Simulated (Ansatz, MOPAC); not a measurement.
Species: C₃H₇Si, charge -1, multiplicity 1. SMILES: C=C[CH-][SiH3]

Atoms: C1, C2, C3, Si4, H5, H6, H7, H8, H9, H10, H11. Bonds: C1-C2, C1-H5, C1-H6, C2-C3, C2-H7, C3-Si4, C3-H8, Si4-H9, Si4-H10, Si4-H11.

Bond lengths (Å) and angles (degrees) optimised at AM1 with MOPAC; PM6 with MOPAC; HF/STO-3G with Ansatz (a quantum-chemistry and plane-wave program); PBE/6-31G* with Ansatz, each started from the B3LYP-D3(BJ)/def2-TZVP structure (Ansatz) of the last column. A row stands for all coordinates that are equal there; 13 of 25 kinds are shown. 6-31G* holds six Cartesian d functions. No wavenumbers were computed at AM1, HF/STO-3G, PBE/6-31G*, so these may be saddle points.

```tsv
coordinate	AM1	PM6	HF/STO-3G	PBE/6-31G*	B3LYP-D3(BJ)/def2-TZVP
C1-C2	1.358	1.360	1.356	1.380	1.371
C1-H5	1.091	1.067	1.073	1.099	1.086
C1-H6	1.092	1.064	1.074	1.096	1.084
C2-C3	1.390	1.410	1.391	1.428	1.412
C2-H7	1.113	1.102	1.094	1.107	1.095
C3-Si4	1.679	1.745	1.786	1.801	1.788
C3-H8	1.096	1.095	1.073	1.103	1.091
Si4-H9	1.480	1.486	1.437	1.535	1.511
C1-C2-C3	128.0	126.9	131.4	130.5	130.7
C2-C3-Si4	122.6	129.3	124.1	124.4	124.2
C2-C1-H5	122.3	122.6	122.3	121.8	121.7
C2-C1-H6	122.0	123.2	121.6	121.4	121.2
C1-C2-H7	116.3	116.6	113.7	114.9	114.6
```

Mean signed difference of all 10 bond lengths from B3LYP-D3(BJ)/def2-TZVP: AM1 -0.021 Å, PM6 -0.016 Å, HF/STO-3G -0.031 Å, PBE/6-31G* 0.016 Å.
